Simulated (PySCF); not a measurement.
## Excitation energy of Se by level of theory

Se [Ar] 3d10 4s2 4p4 (3P) → Se [Ar] 3d10 4s2 4p3 5s1 (5S), as a difference of total energies. Calculation: PySCF 2.14, in aug-cc-pVDZ-PP with ECP10MDF (5s4p3d, 32 functions); scalar relativity through the core potential. Correlated levels: valence: 3s2 3p6 3d10 frozen. The calculations carry no spin-orbit coupling.

```json
{"method": "UHF", "excitation energy (cm⁻¹)": "43345"}
{"method": "MP2 (valence)", "excitation energy (cm⁻¹)": "44634"}
{"method": "SCS-MP2 (valence)", "excitation energy (cm⁻¹)": "45733"}
{"method": "CCSD (valence)", "excitation energy (cm⁻¹)": "44934"}
{"method": "CCSD(T) (valence)", "excitation energy (cm⁻¹)": "44955"}
{"method": "CCSDT (valence)", "excitation energy (cm⁻¹)": "44964"}
```

Errors of the correlated levels include the incompleteness of this basis and the frozen core.

For comparison: 47238 cm⁻¹ (measured; NIST levels, between the centres of gravity of the two terms).
